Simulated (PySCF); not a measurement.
Electric field gradients and quadrupole coupling constants

Species: C6H7OP.
Atom-mapped SMILES: `[CH3:1][O:2][c:3]1[cH:4][cH:5][cH:6][cH:7][p:8]1` (hydrogens: H9, H10, H11 on C1; H12 on C4; H13 on C5; H14 on C6; H15 on C7)

Cartesian coordinates in Å at the PBE0-D3(BJ)/def2-SVP level; atoms count from 1:
```xyz
15
C6H7OP angstrom
C      2.554    0.916   -0.755
O      1.604   -0.079   -1.025
C      0.452   -0.070   -0.329
C     -0.430   -1.107   -0.659
C     -1.672   -1.284   -0.069
C     -2.174   -0.438    0.926
C     -1.460    0.650    1.400
P      0.120    1.167    0.888
H      3.413    0.720   -1.409
H      2.879    0.887    0.301
H      2.154    1.924   -0.965
H     -0.091   -1.802   -1.433
H     -2.284   -2.128   -0.400
H     -3.164   -0.647    1.342
H     -1.917    1.268    2.181
```

Field gradients from the PBE0/pcSseg-1 density (PySCF, non-relativistic), principal values in atomic units, ordered |Vxx| ≤ |Vyy| ≤ |Vzz|:

| atom | Vxx | Vyy | Vzz |
| --- | --- | --- | --- |
| O2 | -0.3613 | -1.4958 | 1.8572 |

Q: Find the asymmetry η = (Vxx − Vyy)/Vzz and the couplings χ = eQV/h (234.96 MHz × Q in barn × V in au), with Q(17O) = −0.0256 b.

A: 
| atom | environment | nucleus | η | χzz (MHz) | χxx (MHz) | χyy (MHz) |
| --- | --- | --- | --- | --- | --- | --- |
| O2 | aryl ether oxygen | 17O | 0.61 | -11.17 | 2.17 | 9.00 |

The tensor is traceless: Vxx + Vyy + Vzz = 0.

Q: What is Vzz at O2 in SI units (1 au = 9.71736 × 10²¹ V/m²)?

A: 1.8572 au = 18.047 × 10²¹ V/m².

Were the hydrogens deuterons (Q(2H) = 0.00286 b), χzz would run from 183 kHz (H10 and H11) to 203 kHz (H13, H14 and H15).

Geometry: PBE0-D3(BJ)/def2-SVP, one conformer, isolated molecule. A larger basis could move these couplings by a tenth or more.
